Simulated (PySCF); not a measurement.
Several molecules and their computed UV-vis stick spectra, shuffled. Computed, not measured: TDDFT B3LYP/def2-SVPD, vertical, gas phase, core orbitals frozen in the response in PySCF. Geometries: PBE0-D3(BJ)/def2-SVP; one conformer of each isolated species. Triplets are in the Tamm–Dancoff approximation.

A. `C=C[Si](C=C)(C=C)CCCC`
B. `CB(C)C#N`
C. `CC(C)[C@H]1CC[CH2][AlH]1`

Lowest singlet levels (six at most, fewer where fewer were computed) with oscillator strengths:

1. 4.15 eV (f 0.000); 4.98 eV (f 0.000); 5.75 eV (f 0.019); 6.31 eV (f 0.030); 6.38 eV (f 0.008); 6.46 eV (f 0.000); T1 3.91 eV
2. 5.14 eV (f 0.000); 6.09 eV (f 0.007); 6.26 eV (f 0.000); 6.50 eV (f 0.075); 7.23 eV (f 0.003); 7.91 eV (f 0.000); T1 4.79 eV
3. 5.97 eV (f 0.011); 5.99 eV (f 0.006); 6.04 eV (f 0.041); 6.11 eV (f 0.001); 6.18 eV (f 0.008); 6.19 eV (f 0.005); T1 4.28 eV

Question: Match each spectrum to its molecule.

Answer: 1 = C, 2 = B, 3 = A.
- A: S1 at 5.97 eV, HOMO→LUMO (37%), HOMO→LUMO+1 (37%); Löwdin shares by element: HOMO carbon 46% or more (atoms not listed hold the other 54%); LUMO (one of a set within 0.03 eV) carbon 69% or more (atoms not listed hold the other 31%); HOMO -7.29 and LUMO -0.53 eV.
- B: S1 at 5.14 eV, HOMO→LUMO (99%); Löwdin shares by element: HOMO carbon 34% or more, nitrogen 33%, boron 13% (atoms not listed hold the other 19%); LUMO boron 36%, carbon 28% or more, nitrogen 19% (atoms not listed hold the other 18%); HOMO -9.03 and LUMO -2.39 eV; point group C2, 3 of its 6 listed states under f = 0.0005.
- C: S1 at 4.15 eV, HOMO→LUMO (100%); Löwdin shares by element: HOMO carbon 53% or more, aluminium 18% (atoms not listed hold the other 29%); LUMO aluminium 55%, carbon 18% or more, hydrogen 11% or more (atoms not listed hold the other 15%); HOMO -6.52 and LUMO -1.25 eV.
